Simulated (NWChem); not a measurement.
System: CaO; SMILES [O]=[Ca]

Here is an NWChem input.

```
start job
memory heap 200 mb stack 900 mb global 1100 mb
geometry units angstroms noautosym nocenter noautoz
  Ca     0.000000     0.000000    -0.622636
  O      0.000000     0.000000     1.413507
end
basis spherical
  * library 6-311g**
end
dft
  xc b3lyp
  iterations 150
end
property
  shielding
end
task dft property
```

Output (shortened):

```
             Northwest Computational Chemistry Package (NWChem) 7.3.0
             --------------------------------------------------------

                             Geometry "geometry" -> ""
                             -------------------------

 Output coordinates in angstroms (scale by  1.889725989 to convert to a.u.)

  No.       Tag          Charge          X              Y              Z
 ---- ---------------- ---------- -------------- -------------- --------------
    1 Ca                  20.0000     0.00000000     0.00000000    -0.62263600
    2 O                    8.0000     0.00000000     0.00000000     1.41350700

 Effective nuclear repulsion energy (a.u.)      41.5827178346

                              NWChem Property Module
                              ----------------------

  itol2e modified to match energy
  convergence criterion.

                                 NWChem DFT Module
                                 -----------------

 Summary of "ao basis" -> "ao basis" (spherical)
 ------------------------------------------------------------------------------
       Tag                 Description            Shells   Functions and Types
 ---------------- ------------------------------  ------  ---------------------
 Ca                         6-311g**                17       39   8s7p2d
 O                          6-311g**                 8       18   4s3p1d

  itol2e modified to match energy
  convergence criterion.

            General Information
            -------------------
          SCF calculation type: DFT
          Wavefunction type:  closed shell.
          No. of atoms     :     2
          No. of electrons :    28
           Alpha electrons :    14
            Beta electrons :    14
          Charge           :     0
          Spin multiplicity:     1
          Use of symmetry is: off; symmetry adaption is: off
          Maximum number of iterations: 150
          AO basis - number of functions:    57
                     number of shells:    25
          Convergence on energy requested:  1.00D-07
          Convergence on density requested:  1.00D-05
          Convergence on gradient requested:  5.00D-04

              XC Information
              --------------
                         B3LYP Method XC Potential
                     Hartree-Fock (Exact) Exchange  0.200
                        Slater Exchange Functional  0.800 local
                    Becke 1988 Exchange Functional  0.720 non-local
              Lee-Yang-Parr Correlation Functional  0.810
                  VWN I RPA Correlation Functional  0.190 local

             Grid Information
             ----------------
          Grid used for XC integration:  fine
          Radial quadrature: Mura-Knowles
          Angular quadrature: Lebedev.
          Tag              B.-S. Rad. Rad. Pts. Rad. Cut. Ang. Pts.
          ---              ---------- --------- --------- ---------
          Ca                  1.80      140          13.0       974
          O                   0.60       70           9.0       590
          Grid pruning is: on
          Number of quadrature shells:   210
          Spatial weights used:  Erf1

      Superposition of Atomic Density Guess
      -------------------------------------

 Sum of atomic energies:        -751.51655219

      Non-variational initial energy
      ------------------------------

 Total energy =    -751.247214
 1-e energy   =   -1112.292383
 2-e energy   =     319.462451
 HOMO         =      -0.449837
 LUMO         =      -0.159512

   convergence    iter        energy       DeltaE   RMS-Dens  Diis-err
 ---------------- ----- ----------------- --------- --------- ---------
 d= 0,ls=0.0,diis     1   -752.3878772580 -7.94D+02  6.38D-02  3.58D+00
 d= 0,ls=0.5,diis     2   -744.5039886106  7.88D+00  1.53D-02  1.91D+01
 d= 0,ls=0.5,diis     3   -745.9176505546 -1.41D+00  3.57D-02  1.16D+01
 d= 0,ls=0.5,diis     4   -751.4256234185 -5.51D+00  1.57D-02  8.87D+00
 d= 0,ls=0.5,diis     5   -752.5106969853 -1.09D+00  9.41D-03  6.72D-01
 d= 0,ls=0.5,diis     6   -752.6642666418 -1.54D-01  6.14D-03  2.46D-01
  Resetting Diis
 d= 0,ls=0.5,diis     7   -752.6437378945  2.05D-02  4.15D-03  7.85D-01
 d= 0,ls=0.5,diis     8   -752.5976687064  4.61D-02  2.05D-02  1.27D+00
 d= 0,ls=0.5,diis     9   -752.4976089634  1.00D-01  5.06D-03  2.95D+00
 d= 0,ls=0.5,diis    10   -752.6436020782 -1.46D-01  2.98D-03  1.17D+00
 d= 0,ls=0.5,diis    11   -752.7137028217 -7.01D-02  2.73D-03  4.92D-01
 d= 0,ls=0.5,diis    12   -752.7547058454 -4.10D-02  2.10D-03  1.46D-01
 d= 0,ls=0.5,diis    13   -752.7719459340 -1.72D-02  1.38D-03  3.04D-02
 d= 0,ls=0.5,diis    14   -752.7776313037 -5.69D-03  1.00D-03  7.45D-03
 d= 0,ls=0.5,diis    15   -752.7801659200 -2.53D-03  8.51D-04  2.68D-03
 d= 0,ls=0.5,diis    16   -752.7815127683 -1.35D-03  6.57D-04  2.72D-03
 d= 0,ls=0.5,diis    17   -752.7823690321 -8.56D-04  5.37D-04  2.69D-03
 d= 0,ls=0.5,diis    18   -752.7829856656 -6.17D-04  4.91D-04  2.17D-03
 d= 0,ls=0.5,diis    19   -752.7834599583 -4.74D-04  4.08D-04  1.53D-03
 d= 0,ls=0.5,diis    20   -752.7837852255 -3.25D-04  3.49D-04  1.11D-03
 d= 0,ls=0.5,diis    21   -752.7840002423 -2.15D-04  2.85D-04  9.11D-04
 d= 0,ls=0.5,diis    22   -752.7841510725 -1.51D-04  2.40D-04  7.18D-04
 d= 0,ls=0.5,diis    23   -752.7842535552 -1.02D-04  1.99D-04  5.93D-04
 d= 0,ls=0.5,diis    24   -752.7843304419 -7.69D-05  1.71D-04  4.50D-04
 d= 0,ls=0.5,diis    25   -752.7843810833 -5.06D-05  1.45D-04  3.83D-04
 d= 0,ls=0.5,diis    26   -752.7844195948 -3.85D-05  1.22D-04  3.10D-04
 d= 0,ls=0.5,diis    27   -752.7844477582 -2.82D-05  1.06D-04  2.50D-04
 d= 0,ls=0.5,diis    28   -752.7844654457 -1.77D-05  8.77D-05  2.26D-04
 d= 0,ls=0.5,diis    29   -752.7844783197 -1.29D-05  7.11D-05  2.05D-04
 d= 0,ls=0.5,diis    30   -752.7844906873 -1.24D-05  6.03D-05  1.61D-04
 d= 0,ls=0.5,diis    31   -752.7845005516 -9.86D-06  4.91D-05  1.22D-04
 d= 0,ls=0.5,diis    32   -752.7845071644 -6.61D-06  4.14D-05  9.78D-05
 d= 0,ls=0.5,diis    33   -752.7845123685 -5.20D-06  3.44D-05  7.63D-05
 d= 0,ls=0.5,diis    34   -752.7845162723 -3.90D-06  2.95D-05  5.94D-05
 d= 0,ls=0.5,diis    35   -752.7845192066 -2.93D-06  2.52D-05  4.66D-05
 d= 0,ls=0.5,diis    36   -752.7845213498 -2.14D-06  2.13D-05  3.73D-05
 d= 0,ls=0.5,diis    37   -752.7845229256 -1.58D-06  1.84D-05  3.05D-05
 d= 0,ls=0.5,diis    38   -752.7845242151 -1.29D-06  1.65D-05  2.45D-05
 d= 0,ls=0.5,diis    39   -752.7845252660 -1.05D-06  1.42D-05  1.93D-05
 d= 0,ls=0.5,diis    40   -752.7845260695 -8.04D-07  1.26D-05  1.53D-05
 d= 0,ls=0.5,diis    41   -752.7845267539 -6.84D-07  1.09D-05  1.17D-05
 d= 0,ls=0.5,diis    42   -752.7845273075 -5.54D-07  9.16D-06  8.66D-06
 d= 0,ls=0.5,diis    43   -752.7845277190 -4.12D-07  8.05D-06  6.40D-06
 d= 0,ls=0.5,diis    44   -752.7845280389 -3.20D-07  6.80D-06  4.64D-06
 d= 0,ls=0.5,diis    45   -752.7845282661 -2.27D-07  5.81D-06  3.42D-06
 d= 0,ls=0.5,diis    46   -752.7845284280 -1.62D-07  4.99D-06  2.57D-06
 d= 0,ls=0.5,diis    47   -752.7845285472 -1.19D-07  4.24D-06  1.94D-06
 d= 0,ls=0.5,diis    48   -752.7845286284 -8.12D-08  3.68D-06  1.54D-06

         Total DFT energy =     -752.784528692887
      One electron energy =    -1116.684448204692
           Coulomb energy =      367.073765185957
    Exchange-Corr. energy =      -44.756563508779
 Nuclear repulsion energy =       41.582717834627

[...]

          -----------------------------------------
          Chemical Shielding Tensors (GIAO, in ppm)
          -----------------------------------------

                                NWChem CPHF Module
                                ------------------

  scftype          =     RHF
  nclosed          =       14
  nopen            =        0
  variables        =      602
  # of vectors     =        3
  tolerance        = 0.10D-03
  level shift      = 0.00D+00
  max iterations   =       50
  max subspace     =       30

 SCF residual:    1.5525771474867579E-003

Iterative solution of linear equations
  No. of variables      602
  No. of equations        3
  Maximum subspace       30
        Iterations       50
       Convergence  1.0D-04

   iter   nsub   residual    time
   ----  ------  --------  ---------
     1      3    8.17D-01      14.2
     2      6    7.72D-02      15.7
     3      9    2.27D-02      17.3
     4     12    1.90D-03      18.9
     5     15    9.66D-05      20.5

      Atom:    1  Ca
        Diamagnetic
   1421.0507      0.0000     -0.0000
      0.0000   1421.0507      0.0000
     -0.0000      0.0000   1423.6482

        Paramagnetic
   -216.0214     -0.0006      0.0006
     -0.0006   -216.0214     -0.0006
      0.0006     -0.0006     -0.0000

        Total Shielding Tensor
   1205.0292     -0.0006      0.0006
     -0.0006   1205.0293     -0.0006
      0.0006     -0.0006   1423.6482

           isotropic =    1277.9022
          anisotropy =     218.6189

          Principal Components and Axis System
                 1           2           3
             1423.6482   1205.0299   1205.0286

      1         0.0000     -0.7043      0.7099
      2        -0.0000      0.7099      0.7043
      3         1.0000      0.0000     -0.0000

      Atom:    2  O
        Diamagnetic
    389.4314     -0.0000     -0.0000
     -0.0000    389.4314      0.0000
     -0.0000      0.0000    413.6743

        Paramagnetic
  -1550.9214     -0.0350     -0.0035
     -0.0350  -1550.9324      0.0035
     -0.0035      0.0035     -0.0000

        Total Shielding Tensor
  -1161.4900     -0.0350     -0.0035
     -0.0350  -1161.5010      0.0035
     -0.0035      0.0035    413.6743

           isotropic =    -636.4389
          anisotropy =    -787.6380

          Principal Components and Axis System
                 1           2           3
            -1161.5309  -1161.4601    413.6743

      1         0.6500      0.7599     -0.0000
      2         0.7599     -0.6500      0.0000
      3        -0.0000      0.0000      1.0000
```

Level: B3LYP/6-311G** (spherical d), GIAO. Geometry: optimised at B3LYP/6-31G* (spherical d). The printed shielding anisotropy is the first printed principal value minus the mean of the other two.
